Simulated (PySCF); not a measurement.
**Do core-level shifts follow atomic charges?**

Compound: C₄H₄FNSi.
SMILES with atom numbers: `[N:1]#[C:2][C:3]1=[CH:4][SiH2:5][C@@H:6]1[F:7]`

Geometry (GFN2-xTB, Å), atoms numbered from 1 in this order:
```
atom  x, y, z in Å
N1     3.2508   -0.7373    0.1739
C2     2.1339   -0.4727    0.1933
C3     0.7716   -0.1400    0.1981
C4    -0.0395    0.1699    1.2280
Si5   -1.5904    0.3937    0.1631
C6    -0.1066   -0.0302   -1.0336
F7    -0.2056   -1.2138   -1.7388
H8     0.2526    0.2353    2.2636
H9    -2.1235    1.7448    0.0328
H10   -2.5872   -0.6631    0.2440
H11    0.2495    0.7161   -1.7503
```

Binding energies: delta-SCF UKS SCAN, pcX-2 on the ionised atom, pcseg-1 elsewhere, spin-free X2C (PySCF). Charges: PBE0/pcSseg-1 ground-state density, for the ionised atom.

```tsv
atom	environment	C 1s (eV)	Mulliken (e)	IAO (e)	Hirshfeld (e)	ESP (e)
C4	alkene CH carbon	290.90	-0.242	-0.362	-0.100	-0.313
C3	fully substituted alkene carbon	292.18	-0.213	-0.040	+0.010	-0.090
C2	nitrile carbon	292.26	+0.178	+0.139	+0.080	+0.462
C6	sp3 C–F carbon	292.89	+0.036	-0.068	-0.020	-0.032
```

Give the correlation coefficient and slope of binding energy on charge for each scheme.

IAO: r = 0.74, slope 3.0 eV per e; Mulliken: r = 0.63, slope 2.6 eV per e; Hirshfeld: r = 0.63, slope 7.1 eV per e; ESP: r = 0.51, slope 1.3 eV per e. IAO charges have the highest r, on only 4 points.

The point-charge model writes a binding energy as kq + V + constant, with V the potential of the other atoms' charges at the site. What does it give with the Mulliken charges?

V = Σ 14.40 eV Å × q/r over all other atoms: +3.11 eV at C4, +1.44 eV at C3, -4.38 eV at C2, -0.24 eV at C6. Fitting binding energy − V to q gives k = 17.8 eV per e and leaves an rms residual of 0.95 eV, against 0.56 eV for the fit on q alone. The model has no term for differences in relaxation between sites.

Geometry: GFN2-xTB; no solvent, vibrations or thermal averaging.
